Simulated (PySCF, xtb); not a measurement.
H5O4Si, SMILES O[Si](O)(O)[OH2+], charge +1. The values are those of a single conformer.

Harmonic wavenumbers (cm⁻¹) from GFN2-xTB in xtb 6.7.1 at its own minimum, in rising order: 73, 108, 194, 241, 266, 280, 307, 324, 359, 423, 526, 657, 728, 732, 753, 870, 1089, 1107, 1386, 3428, 3450, 3614, 3625, 3646.

What does PySCF with PBE0-D3(BJ)/def2-SVP give at its own minimum? (Estimate from the structure and the level; the computed values follow.)

54, 166, 225, 262, 305, 308, 341, 360, 376, 442, 578, 688, 698, 733, 777, 866, 1093, 1110, 1586, 3730, 3824, 3903, 3911, 3920. Paired by order, the mean absolute difference is 91 cm⁻¹ and the zero-point energies are 40.3 and 43.3 kcal/mol.
